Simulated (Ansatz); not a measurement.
```yaml
crystal:
  periodic: [false, false, false]
  atoms:
    - {symbol: C, position_ang: [-0.520922, 1.801540, -0.981421]}
    - {symbol: In, position_ang: [-0.283637, -0.295886, -0.221579]}
    - {symbol: C, position_ang: [0.938636, -1.407393, 1.296141]}
    - {symbol: Cl, position_ang: [-1.822370, -1.843954, -1.416862]}
    - {symbol: H, position_ang: [-1.379993, 1.828421, -1.735589]}
    - {symbol: H, position_ang: [-0.744614, 2.518479, -0.116532]}
    - {symbol: H, position_ang: [0.445262, 2.144747, -1.492998]}
    - {symbol: H, position_ang: [0.606500, -2.501433, 1.311483]}
    - {symbol: H, position_ang: [2.050285, -1.350146, 1.024414]}
    - {symbol: H, position_ang: [0.798214, -0.948032, 2.336093]}
basis:
  gaussian: {orbitals: def2-SVPD}
hamiltonian: {xc: {name: wB97X-D}}
```

```sh
$ ansatz run in.yaml --threads 4 --pin off --events-out ev --progress --plain --max-ram 10444MiB
```

Shortened log:

```
Error: YAML parse error: error: line 16 column 19: hamiltonian.xc: no functional is named "wB97X-D"; the names, which are not case-sensitive, are SVWN5, SPW92, PBE, PBE0, PBEsol, revPBE, revPBE0, RPBE, rPW86-PBE, HSE06, wPBEh, LC-wPBE, HISS, HF, BLYP, B3LYP, B3LYP5, BHLYP, CAM-B3LYP, r2SCAN, r2SCANh, r2SCAN0, r2SCAN50, m-r2SCAN, B97, wB97, wB97X, wB97X-V, B97M-V, wB97M-V, B2PLYP, B2GP-PLYP, PBE0-DH, PBE-QIDH
14 | basis:
15 |   gaussian: {orbitals: def2-SVPD}
16 | hamiltonian: {xc: {name: wB97X-D}}
```

(1) Something in this input is off. What?

## Answers

(1) The method's name isn't one that the program takes here. The input was rejected before any iteration.

HSE06 is defined as in plane-wave codes.
